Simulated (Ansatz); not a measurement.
`[SiH3][SiH2][O][GeH3]` + `O[Si](F)(F)[SiH3]` → `F[Si](F)([SiH3])[SiH3]` + `O[SiH2][O][GeH3]`  (redistribution)

Isolated molecules relaxed with PBE0-D4/def2-TZVP in Ansatz; ΔE leaves out vibrations. CCSD(T)/CBS is the MP2 limit (def2-TZVPP, def2-QZVPP) plus CCSD(T) − MP2 in def2-TZVPP, frozen cores. This one scheme is used for every species. DFT in def2-TZVPP. For Ge outer-core shells are correlated without core-valence functions, which leaves a few kJ/mol of doubt a bond. Scalar relativity is left out up to krypton. Each species was taken in one conformer, which may not be the lowest.

| level | ΔE (kJ/mol) | difference from CCSD(T)/CBS |
| --- | --- | --- |
| LDA (SPW92) | 15.1 | 0.7 |
| r2SCAN-D4 | 14.2 | -0.2 |
| PBE0-D4 | 14.7 | 0.3 |
| r2SCAN0-D4 | 16.2 | 1.8 |
| ωB97X-V | 13.8 | -0.6 |
| PBE-QIDH | 15.7 | 1.3 |
| PBE0 | 13.6 | -0.8 |
| r2SCANh | 14.7 | 0.3 |
| RPA@PBE/def2-TZVPP | 14.0 | -0.4 |
| SCS-MP2/def2-QZVPP | 13.5 | -0.9 |
| CCSD(T)/CBS | 14.4 | 0 |

Largest T1 diagnostic among the species: 0.013.

From PBE to PBE0 (25 % exact exchange), in def2-TZVPP and without D4, ΔE moves by +3.0 kJ/mol. Leaving LDA and LC-ωPBE aside and taking each functional with its dispersion term where it has one, the values, not all of them listed here, spread over 5.4 kJ/mol, from BLYP-D4 to r2SCAN0-D4. LDA lies +4.6 kJ/mol from PBE without D4.

CCSD(T)/CBS has its own doubt, a few kJ/mol and more with outer-core shells, so smaller differences from it don't rank the levels.
